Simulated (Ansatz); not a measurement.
Relaxed structures of AlH₄SeO (charge +1), singlet (PBE0-D4/def2-TZVP; forces vanish, vibrations not checked; lower isomers may exist, and structures with a doubtful reference or unclear bonds are left out; Å). Ansatz 0.2.0; basis: def2-TZVPP; cores frozen in the correlated methods. Filled d shells of the heavier atoms are correlated. The def2 sets are not built for correlating such inner shells, so the correlated values are less sure here.

(1) Rank them by CCSD(T) energy, lowest first, and give each one's height above the lowest. Links in brackets join atoms within 1.22 times the sum of their covalent radii (1.1 for two metals). (Judge from chemistry; the value comes from the calculation.)
A.
AlH₄SeO ([OH2][AlH][SeH]), total charge +1
```
7
angstrom
O 0.1910 0.4968 -1.1181
Se -1.2192 -1.8995 0.9723
Al 0.1471 -0.1231 0.6608
H -0.2917 0.1472 -1.8808
H 0.7343 1.2512 -1.3929
H 1.1177 0.8283 1.4162
H -1.5998 -1.9139 -0.4506
```
B.
AlH₄SeO ([AlH2][O][SeH2]), total charge +1
```
7
angstrom
O -0.2403 -0.3972 -0.0035
Se -0.1963 0.0573 -1.6446
Al 0.4347 0.3821 1.4585
H -1.6285 -0.1755 -1.9751
H 0.1745 -1.2608 -2.2273
H 0.1063 -0.4588 2.7283
H 1.1809 1.7079 1.0811
```
C.
AlH₄SeO ([OH2][Se][AlH2]), total charge +1
```
7
angstrom
O -0.3229 -0.1812 -1.5258
Se -0.6559 -1.1253 0.1708
Al 0.4854 0.4345 1.5957
H -1.1490 0.0939 -1.9585
H 0.1981 -0.7186 -2.1462
H 0.3367 -0.1470 3.0431
H 1.1076 1.6437 0.8210
```

T1 diagnostic: at most 0.012.

Results:

(1) Computed: A (0.000 eV), B (2.655 eV), C (2.849 eV). Heights count from the lowest.

For scale, one of the runs: CCSD(T)/def2-TZVPP, 177 basis functions, launched by `ansatz run in.yaml --threads 2 --pin off --events-out ev --progress --plain --max-ram 4352MiB`. Hardware: 2 CPU threads of an Intel Xeon Platinum 8488C, shared host. Wall time 37 s; peak host memory 1.6 GiB.
